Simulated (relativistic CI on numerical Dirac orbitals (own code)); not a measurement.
**One change at a time: Hf XXIII**

Base calculation: Dirac-Coulomb-Breit CI, separate exchange-only KLI orbitals for each configuration, QED by a radiative potential, unscaled Slater integrals.

Configurations in the expansion (outside the closed core [Ar] 3d10): 4s2 4p6 4d10 4f4, 4s2 4p6 4d10 4f3 5s, 4s2 4p6 4d10 4f2 5s2, 4s2 4p6 4d10 4f3 5p, 4s2 4p6 4d9 4f5, 4s2 4p6 4d10 4f2 5s 5p, 4s2 4p6 4d10 4f2 5p2, 4s2 4p6 4d10 4f3 5d, 4s2 4p6 4d10 4f2 5s 5d, 4s2 4p5 4d10 4f5, 4s2 4p6 4d10 4f2 5p 5d, 4s2 4p6 4d9 4f3 5s2, 4s2 4p6 4d9 4f4 5s, 4s2 4p6 4d10 4f3 5f, 4s2 4p6 4d10 4f2 5d2, 4s2 4p6 4d10 4f3 6s, 4s 4p6 4d10 4f5, 4s2 4p6 4d10 4f3 5g, 4s2 4p6 4d10 4f3 6d. Levels of other configurations are missing.

Variants: (1) valence Slater integrals scaled by 0.9; (2) QED terms removed; (3) non-relativistic limit. Shifts of the energy above 4s2 4p6 4d10 4f4 5I_4, in cm⁻¹, for the lowest level and the first level of each name with at least 55 % of one term (blank where a level changes its place among those of its configuration and J or its character, or is not in the variant):

```
                Level     Base     Δ(1)    Δ(2)      Δ(3)
4s2 4p6 4d10 4f4 5I_4      0.0      0.0     0.0       0.0
4s2 4p6 4d10 4f4 5I_5  10469.2   +320.2   -55.7  -10469.2
4s2 4p6 4d10 4f4 5I_6  20098.8   +279.6   -95.6  -20098.7
4s2 4p6 4d10 4f4 5I_7  28596.1    -82.4  -119.2  -28596.1
4s2 4p6 4d10 4f4 5I_8  36160.5   -622.4  -132.5  -36160.4
4s2 4p6 4d10 4f4 5F_1  37706.8  -2481.3   -44.8   -9190.5
4s2 4p6 4d10 4f4 5F_3  43855.4  -2795.9   -59.8  -15339.2
4s2 4p6 4d10 4f4 5S_2  46660.0  -2579.6   -75.3          
4s2 4p6 4d10 4f4 5G_2  49045.2  -3819.8   -32.3   -4112.9
4s2 4p6 4d10 4f4 3K_6  50000.4  -2925.0   -82.4  -13413.0
4s2 4p6 4d10 4f4 5G_3  51469.7  -3952.4   -39.5   -6537.3
4s2 4p6 4d10 4f4 5F_4  55224.2  -2724.8  -107.1          
4s2 4p6 4d10 4f4 5G_4  65564.9  -3721.2  -106.5          
4s2 4p6 4d10 4f4 3G_3  67823.5  -3949.5  -107.5  -17912.3
4s2 4p6 4d10 4f4 3P_1  72574.3  -4348.7  -107.8          
4s2 4p6 4d10 4f4 5G_5  75538.4  -3911.9  -141.9          
4s2 4p6 4d10 4f4 5G_6  77035.0  -4100.3  -143.3  -32102.7
4s2 4p6 4d10 4f4 3P_0  78260.8  -5141.4  -108.5  -23213.4
4s2 4p6 4d10 4f4 3D_3  79162.8  -4887.4  -115.3  -24594.1
4s2 4p6 4d10 4f4 3F_4  79285.0  -5058.6  -108.5          
4s2 4p6 4d10 4f4 3I_5  80114.9  -5933.4   -75.9          
4s2 4p6 4d10 4f4 5D_0  83786.5  -6959.8   -35.3  -10205.8
```

At this charge energies of transitions that change n are usually good to better than 1 %, and those within a shell (Δn = 0) to a few per cent. Terms inside the open d or f shell come out 10 to 20 % too wide with unscaled integrals.

Ionisation energy from the two ground configurations alone: base 627.282 eV; valence Slater integrals scaled by 0.9 626.974 eV. The NIST ASD value (theoretical) is 650 eV. The gap of more than 2 % comes from missing correlation, or from a tabulated value that is itself an estimate.

LS names give the leading component of a level, which can be under half, so a name can repeat, a term be missing and a line seem to break the LS rules.
